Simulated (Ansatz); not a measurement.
The inner images of a band of H2 + H4OSn (8 atoms, charge 0, multiplicity 1) are given out of order.

These are results of RKS PBE-D4/def2-SVP in Ansatz 0.2.0, not measurements.

Initial state:

```xyz
8
Properties=species:S:1:pos:R:3
Sn -0.298 0.444 -0.297
O 0.230 -0.096 1.581
H -0.562 -0.338 2.098
H 1.224 0.809 -1.008
H -1.332 1.832 -0.204
H -1.106 -0.876 -1.075
H 1.543 -2.799 2.300
H 1.267 -2.104 2.103
```

Final state:

```xyz
8
Properties=species:S:1:pos:R:3
Sn 0.426 0.047 -0.354
O -0.593 -0.744 2.490
H -0.966 -1.589 2.174
H 1.045 0.387 -1.941
H 0.155 1.538 0.455
H -1.028 -0.860 -0.554
H 1.624 -0.903 0.452
H 0.303 -1.003 2.777
```

Put them in order from the first end to the last, with their energies above the first end.
A.
```xyz
8
Properties=species:S:1:pos:R:3
Sn -0.241 0.367 -0.189
O 0.154 0.066 1.774
H -0.662 -0.192 2.245
H 1.322 0.696 -0.823
H -1.313 1.720 -0.336
H -0.958 -1.061 -0.859
H 1.478 -2.719 1.811
H 1.186 -2.005 1.876
```
B.
```xyz
8
Properties=species:S:1:pos:R:3
Sn 0.254 -0.172 -0.566
O -0.009 -0.357 2.955
H -0.883 -0.789 2.932
H 1.505 0.519 -1.533
H -0.573 1.058 0.298
H -0.861 -1.011 -1.585
H 0.976 -1.352 0.473
H 0.558 -1.024 2.524
```
C.
```xyz
8
Properties=species:S:1:pos:R:3
Sn -0.186 0.268 -0.066
O 0.060 0.113 1.939
H -0.784 -0.133 2.364
H 1.424 0.519 -0.614
H -1.214 1.628 -0.367
H -0.886 -1.187 -0.693
H 1.428 -2.476 1.290
H 1.124 -1.860 1.647
```
D.
```xyz
8
Properties=species:S:1:pos:R:3
Sn 0.133 -0.281 -0.353
O 0.312 -0.179 2.606
H -0.650 -0.310 2.712
H 1.558 0.463 -0.966
H -0.907 0.958 0.254
H -0.792 -1.145 -1.529
H 0.728 -1.620 0.611
H 0.583 -1.013 2.163
```
E.
```xyz
8
Properties=species:S:1:pos:R:3
Sn 0.047 -0.113 -0.107
O 0.193 -0.154 2.115
H -0.651 -0.235 2.609
H 1.549 0.346 -0.814
H -0.964 1.302 0.041
H -0.880 -1.310 -0.941
H 1.006 -1.763 0.885
H 0.668 -1.201 1.711
```
F.
```xyz
8
Properties=species:S:1:pos:R:3
Sn 0.369 -0.030 -0.484
O -0.362 -0.567 2.703
H -1.041 -1.261 2.796
H 1.322 0.497 -1.832
H -0.194 1.342 0.377
H -0.959 -0.959 -1.079
H 1.378 -1.066 0.464
H 0.453 -1.083 2.555
```
G.
```xyz
8
Properties=species:S:1:pos:R:3
Sn -0.089 0.100 -0.011
O 0.112 0.004 2.029
H -0.738 -0.172 2.479
H 1.494 0.371 -0.641
H -1.104 1.480 -0.137
H -0.826 -1.276 -0.774
H 1.191 -2.058 0.994
H 0.926 -1.576 1.559
```

A (+0.01 eV), C (+0.03 eV), G (+0.27 eV), E (+1.11 eV), D (+0.05 eV), B (-0.09 eV), F (-0.16 eV).

Run time: 5.2 min on 1 thread of Arm Neoverse V2, on a shared host, peak memory 0.12 GiB.
